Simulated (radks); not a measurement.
Br3+, 32 electrons, occupied as [Ar] 3d10 4s2 4p2 (the NIST ground configuration). Calculated with a radial shooting solver on a logarithmic mesh with Libxc functionals: scalar-relativistic Kohn-Sham, TASK exchange with Perdew-Wang LDA correlation, spin-unpolarised, spherical densities, finite nucleus; meta-GGA in the generalised Kohn-Sham scheme; Fermi nuclear charge, rms radius 4.1629 fm.

Local quantities along the radius. ELF = 1/(1 + alpha^2) is the electron localisation function; alpha = (tau - tau_W)/tau_unif compares the Pauli kinetic energy density with that of the uniform gas. tau is taken from the large components.

```
   r/bohr * ELF (the largest magnitude, 1, reaches the edge; | marks zero)
 0.002131 |                                                      *
 0.002442 |                                                      *
 0.002775 |                                                      *
 0.003179 |                                                      *
 0.003613 |                                                      *
 0.004107 |                                                      *
 0.004705 |                                                      *
 0.005348 |                                                      *
 0.006127 |                                                      *
 0.006963 |                                                      *
 0.007978 |                                                      *
 0.009067 |                                                      *
  0.01031 |                                                      *
  0.01181 |                                                      *
  0.01342 |                                                      *
  0.01537 |                                                      *
  0.01747 |                                                      *
  0.02002 |                                                     *
  0.02275 |                                                     *
  0.02586 |                                                    *
  0.02963 |                                                   *
  0.03367 |                                                *
  0.03858 |                                          *
  0.04384 |                                  *
  0.05023 |                        *
  0.05709 |                  *
  0.06489 |               *
  0.07434 |                 *
  0.08449 |                      *
   0.0968 |                              *
     0.11 |                                    *
    0.126 |                                         *
   0.1433 |                                          *
   0.1628 |                                         *
   0.1865 |                                   *
    0.212 |                          *
   0.2429 |                *
   0.2761 |             *
   0.3163 |                 *
   0.3595 |                          *
   0.4086 |                                   *
   0.4681 |                                        *
    0.532 |                                          *
   0.6095 |                                        *
   0.6927 |                                    *
   0.7936 |                           *
    0.902 |                 *
    1.025 |           *
    1.175 |          *
    1.335 |                 *
    1.529 |                              *
    1.738 |                                      *
    1.991 |                                        *
    2.263 |                                     *
    2.572 |                            *
    2.947 |               *
     3.35 |    *
    3.838 |*
    4.362 *
    4.997 *
     5.68 *
```

On this mesh the ELF has minima near r = 0.065, 0.28, 1.2 bohr, which separate the shells, and maxima near 0.14 (0.79), 0.53 (0.78), 2.0 (0.74).

Self-consistent cycle (total energy in hartree, residual of the potential): 1: -2595.032833, 9e+00; 2: -2601.047987, 4e+00; 3: -2603.421074, 8e-01; 4: -2603.455050, 5e-01; 5: -2603.496352, 1e-01; 6: -2603.497883, 7e-03; 7: -2603.497936, 3e-03; 8: -2603.497938, 3e-03; 9: -2603.497940, 1e-03; 10: -2603.497939, 4e-04; 11: -2603.497939, 3e-04; 12: -2603.497939, 2e-04; 13: -2603.497939, 2e-04; 14: -2603.497939, 5e-06; 15: -2603.497939, 6e-06; 16: -2603.497939, 1e-06.
